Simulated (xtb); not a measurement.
H3O4P, triplet, from a rough starting geometry (a higher spin typed on purpose: for a closed-shell molecule this is an excited state); xtb with GFN2-xTB.

The xtb input:
```
$ xtb mol.xyz --gfn 2 --uhf 2 --opt vtight --json

# file mol.xyz
8

O      0.52392200     0.08614066     1.48769664
P      0.07303593    -0.01942143    -0.07185826
O      1.16835468    -0.01387572    -1.04771932
O     -0.88375878    -1.26713107    -0.09632670
O     -0.88559146     1.20880846    -0.22922036
H      1.30181838     0.61553335     1.54065858
H     -0.31126463    -2.07068721    -0.31651315
H     -0.96845756     1.40966641    -1.17782891
```

Question: Write the output that xtb gives for this input, abridged.

Answer: 
```
   ID    Z sym.   atoms
    1    8 O      1, 3-5
    2   15 P      2
    3    1 H      6-8

           -------------------------------------------------
          |                Calculation Setup                |
           -------------------------------------------------

           -------------------------------------------------
          |                 G F N 2 - x T B                 |
           -------------------------------------------------

          ...................................................
          :                      SETUP                      :
          :.................................................:
          :  # basis functions                  29          :
          :  # atomic orbitals                  28          :
          :  # shells                           14          :
          :  # electrons                        32          :
          :  max. iterations                   250          :
          :  Hamiltonian                  GFN2-xTB          :
          :  restarted?                      false          :
          :  GBSA solvation                  false          :
          :  PC potential                    false          :
          :  electronic temp.          300.0000000     K    :
          :  accuracy                    1.0000000          :
          :  -> integral cutoff          0.2500000E+02      :
          :  -> integral neglect         0.1000000E-07      :
          :  -> SCF convergence          0.1000000E-05 Eh   :
          :  -> wf. convergence          0.1000000E-03 e    :
          :  Broyden damping             0.4000000          :
          :  net charge                          0          :
          :  unpaired electrons                  2          :
          ...................................................

 iter      E             dE          RMSdq      gap      omega  full diag
   1    -20.0897948 -0.200898E+02  0.860E+00    1.63       0.0  T
   2    -20.0381621  0.516327E-01  0.533E+00    1.08       1.0  T
   3    -20.0282614  0.990072E-02  0.550E+00    1.07       1.0  T
   4    -20.0808232 -0.525618E-01  0.353E+00    0.79       1.0  T
   5    -20.1093768 -0.285536E-01  0.209E+00    0.69       1.0  T
   6    -20.1273977 -0.180209E-01  0.165E+00    0.62       1.0  T
   7    -20.1400989 -0.127012E-01  0.110E+00    0.64       1.0  T
   8    -20.1305874  0.951150E-02  0.136E+00    0.62       1.0  T
   9    -20.1330934 -0.250600E-02  0.990E-01    0.62       1.0  T
[...]
 * total energy  :   -20.2560862 Eh     change       -0.1506608E-04 Eh
 * total energy  :   -20.2561125 Eh     change       -0.2628514E-04 Eh
 * total energy  :   -20.2561367 Eh     change       -0.2422292E-04 Eh
 * total energy  :   -20.2561738 Eh     change       -0.3703967E-04 Eh
 * total energy  :   -20.2561860 Eh     change       -0.1219370E-04 Eh
 * total energy  :   -20.2561957 Eh     change       -0.9695942E-05 Eh
 * total energy  :   -20.2561980 Eh     change       -0.2329483E-05 Eh
 * total energy  :   -20.2562001 Eh     change       -0.2068942E-05 Eh
 * total energy  :   -20.2562013 Eh     change       -0.1216089E-05 Eh
 * total energy  :   -20.2562018 Eh     change       -0.5605820E-06 Eh
 * total energy  :   -20.2562021 Eh     change       -0.2569828E-06 Eh
 * total energy  :   -20.2562022 Eh     change       -0.5560389E-07 Eh
   *** GEOMETRY OPTIMIZATION CONVERGED AFTER 57 ITERATIONS ***
         :: total energy             -20.256202157119 Eh    ::
[...]
     1   8 O        1.613    -0.381    20.506     6.112
     2  15 P        3.346     0.445   141.976    21.404
     3   8 O        0.809    -0.321    20.183     6.022
     4   8 O        1.557    -0.424    21.390     6.240
     5   8 O        1.613    -0.343    19.806     6.007
     6   1 H        0.858     0.336     0.615     1.228
     7   1 H        0.806     0.328     0.643     1.259
     8   1 H        0.926     0.361     0.554     1.164

 Mol. C6AA /au·bohr⁶  :       1025.086205
 Mol. C8AA /au·bohr⁸  :      31045.394543
 Mol. α(0) /au        :         49.435926

Wiberg/Mayer (AO) data.
largest (>0.10) Wiberg bond orders for each atom

 ---------------------------------------------------------------------------
     #   Z sym  total        # sym  WBO       # sym  WBO       # sym  WBO
 ---------------------------------------------------------------------------
     1   8 O    2.244 --     2 P    1.234     6 H    0.860
     2  15 P    4.707 --     3 O    1.512     5 O    1.323     1 O    1.234
                             4 O    0.599
     3   8 O    2.050 --     2 P    1.512     4 O    0.403
     4   8 O    1.962 --     7 H    0.879     2 P    0.599     3 O    0.403
     5   8 O    2.309 --     2 P    1.323     8 H    0.838
     6   1 H    0.887 --     1 O    0.860
     7   1 H    0.893 --     4 O    0.879
     8   1 H    0.870 --     5 O    0.838
 ---------------------------------------------------------------------------

Topologies differ in total number of bonds
Writing topology from bond orders to xtbtopo.mol

molecular dipole:
                 x           y           z       tot (Debye)
 q only:       -0.171      -0.499       0.315
   full:       -0.042      -0.722       0.271       1.963
molecular quadrupole (traceless):
                xx          xy          yy          xz          yz          zz
 q only:        0.588      -0.018      -0.563       4.946      -1.722      -0.025
  q+dip:        0.767       0.293      -0.624       5.417      -2.286      -0.143
   full:        1.255       0.513      -0.745       6.209      -2.322      -0.509

optimized geometry written to: xtbopt.xyz

           -------------------------------------------------
          | TOTAL ENERGY              -20.256202157119 Eh   |
          | GRADIENT NORM               0.000053190924 Eh/α |
          | HOMO-LUMO GAP               7.749450288800 eV   |
           -------------------------------------------------

normal termination of xtb
```
